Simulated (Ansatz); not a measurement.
Calculated with Ansatz (gas phase, PBE0-D4/def2-TZVP geometries, no zero-point term in ΔE). CCSD(T)/CBS is the MP2 limit (def2-TZVPP, def2-QZVPP) plus CCSD(T) − MP2 in def2-TZVPP, frozen cores. This one scheme is used for every species, atoms too. No spin–orbit coupling; open shells (•) take unrestricted orbitals. Spin–orbit coupling would lower the free atoms: a little for C, Cl, S, Si. Each species was taken in one conformer, which may not be the lowest.

Reaction (atomization): `CN[SiH](S)Cl` → C• + Cl• + 6 H• + N• + S• + Si•

```tsv
species	HF/def2-QZVPP energy (Eh)
`CN[SiH](S)Cl`	-1242.00278
C•	-37.69363
Cl•	-459.48954
H•	-0.49998
N•	-54.40439
S•	-397.51300
Si•	-288.85873
```

(1) Work out ΔE.

Largest T1 diagnostic among the species: 0.012.

Answers

(1) ΔE = 6 × (-0.49998) + (-37.69363) + (-459.48954) + (-54.40439) + (-397.51300) + (-288.85873) − (-1242.00278) = 1.04361 Eh = +28.40 eV. CCSD(T)/CBS gives +39.46 eV.

From PBE to PBE0 (25 % exact exchange), in def2-TZVPP and without D4, ΔE moves by −0.50 eV: exact exchange takes away binding that semilocal exchange gives to molecules. In def2-TZVPP, CCSD(T) changes the Hartree–Fock value by +9.88 eV (the triples alone add +0.60 eV) and MP2 by +10.42 eV; breaking electron pairs costs correlation energy, which Hartree–Fock lacks. The D4 term adds +0.50 eV with B3LYP and +0.27 eV with PBE0; it sums over pairs of atoms, weighted by their polarisabilities, and B3LYP, whose exchange is more repulsive, gets the larger term.

B3LYP here is the variant with VWN-RPA as its local correlation; programs differ in this.

For atomizations the MP2-based limit and the directly extrapolated one differ by several kJ/mol either way, and by 10 to 25 for some Ge, Se and Sn compounds, so smaller differences from it don't rank the levels.
